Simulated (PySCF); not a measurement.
PySCF input file for CH₇F₂NSi₂, SMILES C[SiH2]N[SiH](F)F, SMD-PBE0/def2-SVP. Coordinates come from a B3LYP-D3(BJ)/def2-SVP optimisation. The structure was generated by enumeration, and PubChem lists no compound with its InChIKey, so it may never have been made. One conformer was computed; it need not be the lowest.

```python
import numpy as np
from pyscf import gto, scf, dft
from pyscf.solvent import smd

mol = gto.M(
    atom='''
    Si    1.26168831    0.36432939    0.12112863
    F     2.54945492   -0.60652957    0.26456500
    F     1.65995931    1.35403297   -1.09774846
    N    -0.14504893   -0.52795196   -0.24515928
    Si   -1.67842339   -0.58517979    0.61705376
    C    -3.07434619    0.15254345   -0.39804543
    H     1.08409312    1.14541476    1.35428813
    H    -0.09177718   -1.10542225   -1.08454901
    H    -2.00962181   -2.00037330    0.95791648
    H    -1.47080662    0.18958569    1.87227703
    H    -4.02657392    0.10730547    0.15584506
    H    -3.20931295   -0.39757109   -1.34376613
    H    -2.86501789    1.20583875   -0.64352666
    ''',
    basis='def2-SVP',
    charge=0,
    spin=0,
    max_memory=1600,
    verbose=3,
)
mf = dft.RKS(mol, xc='pbe0').density_fit(auxbasis='def2-universal-jkfit')
mf.grids.level = 3
mf.conv_tol = 1e-9
mf.max_cycle = 100
mf.kernel()
res = {}
for name in ['water', 'acetonitrile', 'tetrahydrofuran']:
    s = mf.SMD()
    s.with_solvent.solvent, s.with_solvent.sasa_ng = name, 194
    s.kernel(mf.make_rdm1())
    res[name] = (s.e_tot, s.with_solvent.get_cds(), s.dip_moment(), s.mo_energy, s.converged)
    print(f'SMD {name}: dG(solv) = {(s.e_tot - mf.e_tot) * 627.509474:.3f} kcal/mol, of which CDS {res[name][1] * 627.509474:.3f}')
```

Output:

```
converged SCF energy = -874.968999934993
converged SCF energy = -874.969252358112
Dipole moment(X, Y, Z, Debye): -3.01300, -0.56713, -0.33932
SMD water: dG(solv) = -0.158 kcal/mol, of which CDS 5.183
converged SCF energy = -874.97549310162
Dipole moment(X, Y, Z, Debye): -3.00479, -0.56473, -0.33277
SMD acetonitrile: dG(solv) = -4.075 kcal/mol, of which CDS 1.136
converged SCF energy = -874.974416030967
Dipole moment(X, Y, Z, Debye): -2.94926, -0.54943, -0.29336
SMD tetrahydrofuran: dG(solv) = -3.399 kcal/mol, of which CDS 0.962
```

Self-consistency was reached.

Cost: around 90 core-seconds (rough).
